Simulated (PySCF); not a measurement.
Bond length, frequency and bond energy of MgTe⁺ by level of theory

State: ²Π (doublet), unpaired electrons π ↑. Set-up: basis Mg cc-pVDZ, Te cc-pVDZ-PP with ECP28; scalar-relativistic core potentials; PySCF 2.14. De refers to Mg⁺ + Te in their high-spin ground configurations, without counterpoise correction. The functionals are run spin-unrestricted. A positive dipole points towards Te; it is taken about the centre of mass and depends on that origin.

```csv
Level,Re (Å),ωe (cm⁻¹),De (eV),μ (D),"CPU s a point (SCF and correlation, without the integrals)"
ROHF,2.587,331,0.63,-12.02,0.053
ROHF-MP2,2.589,334,1.47,n/a,0.11
ROHF-SCS-MP2,2.598,326,1.46,n/a,n/a
ROHF-CCSD,2.606,316,1.53,n/a,n/a
ROHF-CCSD(T),2.610,314,1.61,n/a,5.3
PBE,2.601,312,2.00,-10.17,0.5
r²SCAN,2.579,325,1.77,-10.88,0.74
M06-L,2.566,342,2.03,-11.66,1.7
B3LYP,2.598,312,1.82,-10.38,0.58
PBE0,2.579,325,1.82,-10.74,0.76
MN15,2.586,318,1.77,-10.71,0.85
ωB97X,2.562,339,1.92,-11.56,0.71
```

Q: Which functional lies closest to ROHF-CCSD(T) in De, which farthest, and by how much do they differ from it?

A: Closest is r²SCAN (-3.1 pm in Re, +3.5 % in ωe, +0.16 eV in De against ROHF-CCSD(T) in the same basis), farthest M06-L (-4.4 pm in Re, +8.9 % in ωe, +0.42 eV in De). CCSD(T) converges more slowly with the basis than the functionals do and binds too weakly in this one, so the order can change at the basis-set limit.

Q: What does second-order correlation do here, going from ROHF to ROHF-MP2?

A: ROHF-MP2 less ROHF: +0.2 pm in Re, +0.9 % in ωe, +0.84 eV in De. Correlation nearly always deepens the well. The bond lengthens, as in strong covalent bonds, where excitations into antibonding orbitals dominate.

Q: What does all correlation do here, going from ROHF to ROHF-CCSD(T)?

A: ROHF-CCSD(T) less ROHF: +2.3 pm in Re, -5.1 % in ωe, +0.98 eV in De. Correlation nearly always deepens the well. The bond lengthens, as in strong covalent bonds, where excitations into antibonding orbitals dominate.

Correlated steps freeze 5 core orbitals. Correlated levels converge slowly with the basis: in double zeta they bind strong bonds too weakly, by up to about 1 eV, and carry superposition errors of some tenths. These are scalar-relativistic numbers at best; spin–orbit coupling would shift them, the dissociation energy most. For an ion De counts to the pair picked by the measured ionisation energies or electron affinities, which need not be the lowest pair at this level. The state was picked by a PBE0 search and need not be the measured ground state.

The whole job (state search and all levels along the bond) took about 2.4 min on 1 thread of Arm Neoverse V1 (shared host), peak memory 0.48 GiB.
